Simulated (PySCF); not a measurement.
Species: C₇H₁₅NO.
Cartesian coordinates in Å at the PBE0-D3(BJ)/def2-SVP level; atoms count from 1:
```xyz
24
C7H15NO angstrom
C     -1.8997    1.1127   -0.6539
C     -1.2385    0.0339    0.2022
C     -1.9038   -1.3142   -0.0485
C      0.3069   -0.0005    0.0483
C      0.7338   -0.1606   -1.4126
C      0.9185   -1.1236    0.8915
N      0.7879    1.2882    0.5652
C      2.0702    1.7182    0.5708
O      3.0268    1.1407    0.1026
H     -1.3894    2.0846   -0.5767
H     -2.9471    1.2575   -0.3489
H     -1.9046    0.8289   -1.7175
H     -1.4165    0.2882    1.2660
H     -2.9955   -1.2205    0.0550
H     -1.7048   -1.6775   -1.0691
H     -1.5707   -2.0861    0.6586
H      0.3109   -1.0820   -1.8388
H      0.4019    0.6921   -2.0212
H      1.8281   -0.2133   -1.4748
H      0.6829   -2.1122    0.4728
H      2.0115   -1.0131    0.9054
H      0.5463   -1.0853    1.9276
H      0.1237    1.8587    1.0732
H      2.1638    2.7137    1.0739
```

Computed with PySCF, PBE0-D3(BJ)/def2-SVP geometry optimisation, gas phase.

Masses are those of the commonest isotopes; rigid-rotor values at the optimised geometry. The values belong to one conformer with, in the numbering `[CH3:1][CH:2]([CH3:3])[C:4]([CH3:5])([CH3:6])[NH:7][CH:8]=[O:9]`, C1–C2–C4–C5 -55°, C2–C4–N7–C8 -177°, C4–N7–C8–O9 3°.

(1) Give the principal moments of inertia and the rotational constants in cm⁻¹.

(2) Classify the top.

(3) What does the inertial defect say?

(4) Give the other two planar moments, Paa and Pbb, and the rms extents of the mass along the axes.

(5) Predict some low-J microwave lines.

(6) Estimate the classical rotational partition function at 25 K, 100 K and 500 K.

Results:

(1) Ia = 184.46, Ib = 465.36, Ic = 520.59 u·Å²; 505379 MHz·u·Å²/I gives 2740, 1086 and 970.8 MHz, that is A = 0.09139, B = 0.03622, C = 0.03238 cm⁻¹.

(2) An asymmetric top. Ray's parameter κ = (2B − A − C)/(A − C) = -0.870; −1 is the prolate and +1 the oblate limit.

(3) Not planar: Δ = Ic − Ia − Ib = -129.23 u·Å². For a rigid frame Δ = −2 Σ m c², so Σ m c² = 64.61 u·Å² lies off the ab plane: 22.14 from hydrogen and 42.47 from heavier atoms. The atom farthest from that plane is 1.99 Å away.

(4) Paa = Σ m a² = (Ib + Ic − Ia)/2 = 400.75 and Pbb = Σ m b² = (Ia + Ic − Ib)/2 = 119.84 u·Å². With the mass M = 129.12 u, the rms extents √(P/M) along a, b and c are 1.76, 0.96, 0.71 Å.

(5) The dipole components are |μa| = 3.11 D, |μb| = 1.35 D, |μc| = 1.61 D. The squared components, which scale the intensities, stand as 1.00 : 0.19 : 0.27 (a : b : c). Some lines, for components of 0.1 D or more:

```json
{"type": "a", "branch": "Q", "J(Ka,Kc)": "2(1,1) ← 2(1,2)", "MHz": "346", "lower level (cm⁻¹)": "0.257"}
{"type": "c", "branch": "Q", "J(Ka,Kc)": "4(1,4) ← 4(0,4)", "MHz": "1207", "lower level (cm⁻¹)": "0.683"}
{"type": "b", "branch": "R", "J(Ka,Kc)": "3(1,2) ← 2(2,1)", "MHz": "1378", "lower level (cm⁻¹)": "0.434"}
{"type": "a", "branch": "R", "J(Ka,Kc)": "1(0,1) ← 0(0,0)", "MHz": "2057", "lower level (cm⁻¹)": "0.000"}
{"type": "b", "branch": "Q", "J(Ka,Kc)": "3(1,2) ← 3(0,3)", "MHz": "2082", "lower level (cm⁻¹)": "0.411"}
{"type": "b", "branch": "Q", "J(Ka,Kc)": "4(1,3) ← 4(0,4)", "MHz": "2358", "lower level (cm⁻¹)": "0.683"}
{"type": "b", "branch": "R", "J(Ka,Kc)": "1(1,1) ← 0(0,0)", "MHz": "3711", "lower level (cm⁻¹)": "0.000"}
{"type": "b", "branch": "R", "J(Ka,Kc)": "3(0,3) ← 2(1,2)", "MHz": "4603", "lower level (cm⁻¹)": "0.257"}
{"type": "b", "branch": "Q", "J(Ka,Kc)": "4(2,2) ← 4(1,3)", "MHz": "4656", "lower level (cm⁻¹)": "0.762"}
{"type": "c", "branch": "Q", "J(Ka,Kc)": "3(2,2) ← 3(1,2)", "MHz": "4792", "lower level (cm⁻¹)": "0.480"}
{"type": "b", "branch": "Q", "J(Ka,Kc)": "2(2,0) ← 2(1,1)", "MHz": "4967", "lower level (cm⁻¹)": "0.269"}
{"type": "b", "branch": "Q", "J(Ka,Kc)": "3(2,2) ← 3(1,3)", "MHz": "5484", "lower level (cm⁻¹)": "0.457"}
{"type": "b", "branch": "R", "J(Ka,Kc)": "3(1,3) ← 2(0,2)", "MHz": "7538", "lower level (cm⁻¹)": "0.206"}
{"type": "a", "branch": "R", "J(Ka,Kc)": "4(2,3) ← 3(2,2)", "MHz": "8223", "lower level (cm⁻¹)": "0.640"}
{"type": "b", "branch": "Q", "J(Ka,Kc)": "4(3,1) ← 4(2,2)", "MHz": "8492", "lower level (cm⁻¹)": "0.917"}
{"type": "c", "branch": "Q", "J(Ka,Kc)": "3(3,1) ← 3(2,1)", "MHz": "8532", "lower level (cm⁻¹)": "0.641"}
{"type": "b", "branch": "Q", "J(Ka,Kc)": "3(3,0) ← 3(2,1)", "MHz": "8532", "lower level (cm⁻¹)": "0.641"}
{"type": "b", "branch": "R", "J(Ka,Kc)": "2(2,0) ← 1(1,1)", "MHz": "9311", "lower level (cm⁻¹)": "0.124"}
{"type": "c", "branch": "R", "J(Ka,Kc)": "3(2,2) ← 2(1,2)", "MHz": "11477", "lower level (cm⁻¹)": "0.257"}
{"type": "b", "branch": "R", "J(Ka,Kc)": "3(2,1) ← 2(1,2)", "MHz": "11506", "lower level (cm⁻¹)": "0.257"}
{"type": "b", "branch": "Q", "J(Ka,Kc)": "4(4,0) ← 4(3,1)", "MHz": "11969", "lower level (cm⁻¹)": "1.200"}
{"type": "b", "branch": "Q", "J(Ka,Kc)": "4(4,1) ← 4(3,2)", "MHz": "11970", "lower level (cm⁻¹)": "1.200"}
{"type": "b", "branch": "R", "J(Ka,Kc)": "4(2,3) ← 3(1,2)", "MHz": "13015", "lower level (cm⁻¹)": "0.480"}
{"type": "c", "branch": "R", "J(Ka,Kc)": "4(2,2) ← 3(1,2)", "MHz": "13101", "lower level (cm⁻¹)": "0.480"}
{"type": "b", "branch": "R", "J(Ka,Kc)": "4(2,2) ← 3(1,3)", "MHz": "13792", "lower level (cm⁻¹)": "0.457"}
{"type": "c", "branch": "R", "J(Ka,Kc)": "4(4,0) ← 3(3,0)", "MHz": "20208", "lower level (cm⁻¹)": "0.926"}
{"type": "c", "branch": "R", "J(Ka,Kc)": "4(4,1) ← 3(3,1)", "MHz": "20208", "lower level (cm⁻¹)": "0.926"}
```

(6) Point group C1, symmetry number σ = 1; q = (√π/σ)·√((kT/h)³/(ABC)), k/h = 20836.6 MHz/K: 12400 at 25 K, 99200 at 100 K, 1110000 at 500 K.

No frequency check. Constants of a rigid frame at the computed geometry: no zero-point averaging, no centrifugal distortion. A rigid rotor knows nothing of internal rotation, which can split or shift real lines. Quadrupole hyperfine structure (14N) is left out.
